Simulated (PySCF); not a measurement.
Basis set benchmark on one molecule

Molecule: `InChI=1S/C5H6OS/c1-6-5-3-2-4-7-5/h2-4H,1H3`.

Structure with atom numbers: `[CH3:1][O:2][c:3]1[cH:4][cH:5][cH:6][s:7]1`; H(Xn) means a hydrogen on atom n.

Geometry PBE0-D3(BJ)/def2-SVP throughout; GIAO in PySCF, gas phase, one conformer, non-relativistic; equivalent atoms averaged; functional PBE0.

Reference values (estimated from measurements, as parent shift plus tabulated substituent increments; solution, not stated per compound (mostly CDCl3 or CCl4); Pretsch, Buehlmann, Badertscher, Structure Determination of Organic Compounds, 4th ed. (2009)): δ(H(C4)) = 6.16 ppm, δ(H(C5)) = 6.68 ppm, δ(H(C6)) = 6.49 ppm. Computed shifts are taken against TMS, calculated as an isolated molecule at each level.

How do the basis sets STO-3G, pcSseg-0, 6-31G, 6-31G*, cc-pVDZ, def2-SVP, pcSseg-1, aug-cc-pVDZ, 6-311+G(2d,p), def2-TZVP, cc-pVTZ, IGLO-III perform against the reference? Times are CPU seconds on shared hosts with different chips, so compare them loosely.

Results:


```tsv
basis set	functions	H(C4)	H(C5)	H(C6)	mean abs. error H	core-s
STO-3G	45	5.22	5.85	5.77	0.83	4
pcSseg-0	79	6.07	6.68	6.08	0.17	5.2
6-31G	79	6.36	6.87	6.37	0.17	7.9
6-31G*	114	5.98	6.67	6.03	0.22	12
cc-pVDZ	132	6.03	6.69	6.20	0.14	8.3
def2-SVP	132	6.07	6.62	6.00	0.21	8.3
pcSseg-1	156	6.37	6.89	6.27	0.21	13
aug-cc-pVDZ	219	6.29	6.95	6.57	0.16	18
6-311+G(2d,p)	233	6.35	6.94	6.52	0.16	30
def2-TZVP	259	6.33	6.99	6.48	0.16	22
cc-pVTZ	298	6.24	6.89	6.47	0.10	28
IGLO-III	314	6.33	6.91	6.49	0.13	28
```

For ¹H the closest is cc-pVTZ (0.10 ppm, with IGLO-III practically level) and the furthest STO-3G (0.83 ppm). Where a smaller basis beats a larger one, errors probably cancel. One molecule is a small sample, and vibrational and solvent effects are absent from the calculation.

A small basis that lands close on one nucleus may do so by chance; judge by the trend and by all nuclei.
